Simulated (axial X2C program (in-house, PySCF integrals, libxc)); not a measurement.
**Density and ELF of SnB**

Computed with an in-house relativistic program for diatomic molecules. Two-component (2c) means X2C with spin–orbit coupling and atomic mean-field two-electron Coulomb and Gaunt terms. Basis: Sn dyall-cv3z [11s12p9d4f1g], B dyall-v3z [7s6p2d1f] (cores contracted in-house); Gaussian nuclei, density fitting, unrestricted open shells. Masses: Sn 119.902 u, B 11.009 u.

PBE0, two-component, state Ω = 3/2 (⟨Sz⟩ = 1.49, ⟨Lz⟩ = 0.01 at PBE0); Sn at z = 0, B at z = 2.178 Å.

The maps cover the half plane through the axis: z from -2.4 to 4.2 Å along the bond, ρ from 0.15 to 2.25 Å away from it.

log10 of the density in e/bohr³:

```
 ρ\z  -2.4  -1.8  -1.2  -0.6   0.0   0.6   1.2   1.8   2.4   3.0   3.6   4.2
0.15  -2.9  -2.1  -1.4  -0.1   1.8  -0.1  -1.1  -0.8  -0.2  -1.2  -2.0  -2.9
0.45  -3.0  -2.2  -1.5  -0.5   0.4  -0.5  -1.2  -1.0  -1.0  -1.4  -2.1  -2.9
0.75  -3.1  -2.3  -1.7  -1.0  -0.5  -1.0  -1.4  -1.3  -1.3  -1.6  -2.3  -3.0
1.05  -3.2  -2.5  -1.9  -1.4  -1.2  -1.5  -1.6  -1.6  -1.6  -2.0  -2.5  -3.2
1.35  -3.4  -2.7  -2.2  -1.8  -1.7  -1.8  -2.0  -2.0  -2.0  -2.3  -2.8  -3.4
1.65  -3.6  -3.0  -2.5  -2.2  -2.1  -2.2  -2.3  -2.3  -2.4  -2.7  -3.1  -3.7
1.95  -3.9  -3.3  -2.8  -2.5  -2.4  -2.5  -2.6  -2.7  -2.8  -3.1  -3.5  -4.0
2.25  -4.1  -3.6  -3.2  -2.9  -2.8  -2.8  -3.0  -3.1  -3.2  -3.4  -3.8  -4.3
```

Electron localisation function (collinear form, no current term, damped to 0 at low density):

```
 ρ\z  -2.4  -1.8  -1.2  -0.6   0.0   0.6   1.2   1.8   2.4   3.0   3.6   4.2
0.15  0.58  0.86  0.56  0.60  0.75  0.60  0.64  0.07  0.54  0.97  0.97  0.78
0.45  0.53  0.85  0.63  0.39  0.76  0.37  0.65  0.52  0.16  0.97  0.96  0.72
0.75  0.43  0.82  0.73  0.28  0.40  0.22  0.66  0.81  0.81  0.95  0.92  0.57
1.05  0.28  0.77  0.79  0.44  0.26  0.33  0.64  0.76  0.81  0.89  0.83  0.34
1.35  0.13  0.65  0.79  0.65  0.47  0.49  0.58  0.66  0.69  0.75  0.62  0.13
1.65  0.04  0.44  0.71  0.70  0.60  0.53  0.50  0.51  0.50  0.50  0.30  0.03
1.95  0.01  0.19  0.52  0.61  0.56  0.47  0.39  0.35  0.29  0.23  0.08  0.01
2.25  0.00  0.04  0.25  0.41  0.41  0.34  0.26  0.20  0.12  0.07  0.01  0.00
```

Axial spin density in 10⁻³ e/bohr³:

```
 ρ\z  -2.4  -1.8  -1.2  -0.6   0.0   0.6   1.2   1.8   2.4   3.0  3.6  4.2
0.15   0.4   1.8   6.1   0.1  28.1  -1.6  16.8  28.6  51.7  41.9  7.4  1.1
0.45   0.4   1.6   5.6   4.8   4.0   3.6  16.5  20.4  47.2  29.1  5.9  0.9
0.75   0.3   1.3   4.6   8.1   3.8  10.8  14.3  15.2  24.6  15.5  3.8  0.7
1.05   0.2   1.0   3.3   7.2   9.2  11.2  10.4   9.6  11.1   7.1  2.1  0.5
1.35   0.2   0.7   2.1   4.8   7.1   7.8   6.5   5.3   4.8   3.1  1.1  0.3
1.65   0.1   0.4   1.2   2.7   4.1   4.4   3.6   2.8   2.1   1.3  0.5  0.2
1.95   0.1   0.2   0.7   1.4   2.1   2.3   1.9   1.4   0.9   0.6  0.2  0.1
2.25   0.0   0.1   0.3   0.7   1.0   1.1   0.9   0.7   0.4   0.3  0.1  0.0
```

One determinant describes the state; a PBE0 search over occupations chose it and may have missed a lower one. Density functionals use the spin component along the axis (collinear). Other states lie close and PBE0, whose exact exchange favours high spin, may order them wrongly; the determinant shown need not be the ground state. The nearest other 2c determinant of the search, Ω = 1/2, lies 0.34 eV up at the distance of the search. With several unpaired electrons one determinant need not be a pure state. This is the top spin component of a Σ state; components of lower Ω are not single determinants and can lie lower.
